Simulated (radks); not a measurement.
The numbers below are computed, except where a source is named.
Ba I, configuration [Xe] 6s2. Level of theory: scalar-relativistic Kohn-Sham, LB94 model potential, spin-polarised, spherical densities, finite nucleus; Fermi nuclear charge, rms radius 4.8378 fm (a radial shooting solver on a logarithmic mesh with Libxc functionals).

Unscreened Slater integrals over Kohn-Sham orbitals (hartree). They are taken over the spin-up orbitals.

\begin{tabular}{lr}
integral & value \\ \hline
F0(6s,6s) & 0.20335 \\
F0(6s,5p) & 0.25426 \\
G1(6s,5p) & 0.020688 \\
F0(6s,5s) & 0.25870 \\
G0(6s,5s) & 0.011448 \\
F0(6s,4d) & 0.27201 \\
G2(6s,4d) & 0.0076875 \\
F0(5p,5p) & 0.47508 \\
F2(5p,5p) & 0.25473 \\
F0(5p,5s) & 0.50979 \\
G1(5p,5s) & 0.33797 \\
F0(5p,4d) & 0.59532 \\
F2(5p,4d) & 0.16954 \\
G1(5p,4d) & 0.049078 \\
G3(5p,4d) & 0.047312 \\
F0(5s,5s) & 0.55578 \\
F0(5s,4d) & 0.68007 \\
G2(5s,4d) & 0.078340 \\
F0(4d,4d) & 1.1290 \\
F2(4d,4d) & 0.57484 \\
F4(4d,4d) & 0.38372 \\
\end{tabular}
